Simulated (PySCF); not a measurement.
## Working out the ionisation energy of Xe²⁺

Xe²⁺ [Kr] 4d10 5s2 5p4 (3P) → Xe³⁺ [Kr] 4d10 5s2 5p3 (4S). Calculation: PySCF 2.14, in ANO-RCC-VTZP; scalar relativity by spin-free X2C-1e. Frozen: [Ar] 3d10. Energies in hartree (1 hartree = 27.21139 eV):

| part | Xe²⁺ (lower) | Xe³⁺ (upper) |
| --- | --- | --- |
| UHF | -7442.060031 | -7440.979998 |
| CCSD correlation | -0.681130 | -0.645243 |
| (T) | -0.012731 | -0.011304 |

What does Hartree-Fock give?

(-7440.979998) − (-7442.060031) = 1.080033 hartree = 29.389 eV.

What do CCSD and CCSD(T) give?

The CCSD correlation energies differ by 0.035887 hartree = 0.977 eV and the triples by 0.001427 hartree = 0.039 eV, so CCSD gives 30.366 eV and CCSD(T) 30.405 eV.

A first-order spin-orbit estimate adds 0.445 eV to CCSD(T) (valence and next inner shell), giving 30.850 eV against 31.05 ± 0.04 eV (semi-empirical (NIST evaluation); NIST Atomic Spectra Database, ionization energies).

What remains against the reference includes basis incompleteness, the frozen core and higher excitations.
